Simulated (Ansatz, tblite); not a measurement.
Cost and result up the ladder for fac-CrCl3(PH3)3 (CrP3H9Cl3) (16 atoms). Charge 0, multiplicity 4. Geometry: PBE-D4/def2-SVP.

```xyz
16

Cr   -0.739    0.307   -0.496
Cl   -1.101    2.572   -0.414
P    -0.143   -2.022   -0.416
H    -0.159   -2.763    0.814
H     1.116   -2.498   -0.915
H    -1.020   -2.834   -1.187
Cl   -0.653   -0.127   -2.748
P    -0.584    0.634    1.882
H    -1.712    1.322    2.410
H     0.465    1.419    2.469
H    -0.536   -0.473    2.795
Cl   -2.767   -0.569    0.126
P     1.497    1.069   -0.949
H     1.546    2.004   -2.020
H     2.529    0.168   -1.377
H     2.261    1.792    0.028
```

Ansatz on 4 threads of Arm Neoverse V1 on a shared host; xTB runs through tblite on one thread. Times are rough, summed over both states, and most runs start from the orbitals of an earlier one. No level here is sound enough to serve as a yardstick. The other state is a triplet, and no other spin of it was run.

The xTB rows come from tblite.

Run but left out: PBE0-D4/def2-TZVP (charge +1 triplet: ⟨S²⟩ 2.34, where a pure state has 2.00).

Raw xTB energies of ions are shifted by several eV, and xTB has no spin-polarisation term.

```json
{"level": "GFN2-xTB", "functions": "72", "wall time": "0.03 s", "vertical IE (eV)": "11.57", "remarks": "–"}
{"level": "GFN1-xTB", "functions": "81", "wall time": "0.037 s", "vertical IE (eV)": "12.96", "remarks": "–"}
{"level": "PBE-D4/def2-TZVP (with forces)", "functions": "321", "wall time": "32 s", "vertical IE (eV)": "7.75", "remarks": "spin-contaminated (⟨S²⟩ 2.12) (+1 triplet)"}
{"level": "r2SCAN-D4/def2-TZVP (with forces)", "functions": "321", "wall time": "77 s", "vertical IE (eV)": "8.14", "remarks": "spin-contaminated (⟨S²⟩ 2.24) (+1 triplet)"}
```
